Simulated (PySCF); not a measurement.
# Relaxation of quintet WCl₂

Level of theory: UPBE0 in PySCF with W def2-TZVP with ECP60, Cl def2-TZVP; scalar-relativistic core potentials, no spin–orbit coupling; density-fitted integrals. A (50,194) grid was used.

A hand-made linear start, of D∞h symmetry, held to at least that symmetry:

```xyz
3
charge 0 multiplicity 5, angstrom
W     0.0000    0.0000    0.0000
Cl    0.0000    0.0000    2.3600
Cl    0.0000    0.0000   -2.3600
```

Optimiser trace:
```
step  E − E(last) (kJ/mol)  largest gradient (Eh/bohr)
   0                  9.88                     0.02392
   1                  0.57                     0.00627
   2                  0.02                     0.00122
   3                  0.00                     0.00005
```

It ends at D∞h with W–Cl 2.281 Å (×2); Cl–W–Cl 180.0°. A frequency run shows 1 imaginary mode, down to 52i cm⁻¹, so it is a saddle point. Other isomers or separated fragments may lie lower.

With open d or f shells other occupations or spin states may lie lower. Spin–orbit coupling, left out here, can matter for elements this heavy.
